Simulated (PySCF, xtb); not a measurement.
BiF2Br, SMILES [F][Bi]([F])[Br].

GFN2-xTB (xtb) at its own geometry gives an orbital gap of 6.13 eV and a dipole moment of 9.06 D.

Geometry optimised at PBE-D3(BJ)/def2-SVP. The def2 effective core potentials stand for the cores of Bi; spin–orbit coupling is left out.

Question: What does PySCF with PBE0/def2-TZVPD give? (The exact figures need the calculation; the answer reports its results.)

Answer: gap 6.35 eV (levels -8.82 and -2.47 eV), dipole 4.60 D.
